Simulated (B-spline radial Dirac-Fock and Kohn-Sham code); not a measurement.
**N 2p3/2: cross section and angular parameters**

System: neutral nitrogen in the configuration 1s2 2s2 2p3; threshold 10.59 eV (orbital energy of the model). The computed values come from a B-spline atomic structure program: Dirac-Hartree-Slater photoionisation with a Latter tail; cross sections with all multipoles, angular parameters from the dipole term and its interference with E2.

For linearly polarised light dσ/dΩ = σ/(4π) [1 + β P₂(cos θ) + (δ + γ cos²θ) sin θ cos φ], with θ from the polarisation vector and φ the angle between the beam and the projection of the electron momentum on the plane normal to the polarisation.

```tsv
hν (eV)	σ (kb)	β	γ	δ
61.9	1130	1.503	0.064	0.007
67.4	925	1.508	0.072	0.008
79.2	617	1.510	0.089	0.008
81.3	577	1.510	0.092	0.008
100	333	1.493	0.118	0.010
150	?	?	?	?
383	5.94	0.989	0.278	0.033
400	5.17	0.968	0.283	0.035
546	1.85	0.815	0.321	0.047
554	1.77	0.808	0.322	0.048
578	1.53	0.788	0.327	0.050
600	1.35	0.771	0.331	0.052
800	0.502	0.643	0.358	0.067
1260	0.100	0.479	0.413	0.098
1500	0.0532	0.425	0.442	0.112
2000	0.0181	0.335	0.495	0.139
2020	0.0174	0.331	0.497	0.140
2250	0.0115	0.298	0.514	0.151
2500	0.00766	0.266	0.529	0.163
2810	0.00485	0.233	0.543	0.177
2984.4	0.00383	0.217	0.551	0.184
3030	0.00360	0.213	0.553	0.186
3480	0.00209	0.180	0.569	0.204
3940	0.00128	0.156	0.585	0.220
5490	0.000340	0.105	0.647	0.268
5740	0.000284	0.099	0.657	0.275
7300	0.000108	0.068	0.715	0.317
8047.8	7.23e-05	0.057	0.740	0.335
8360	6.19e-05	0.053	0.750	0.342
9760	3.28e-05	0.037	0.790	0.374
```

Question: Give the values at 150 eV.

Answer: σ = 107 kb, β = 1.400, γ = 0.172, δ = 0.013.
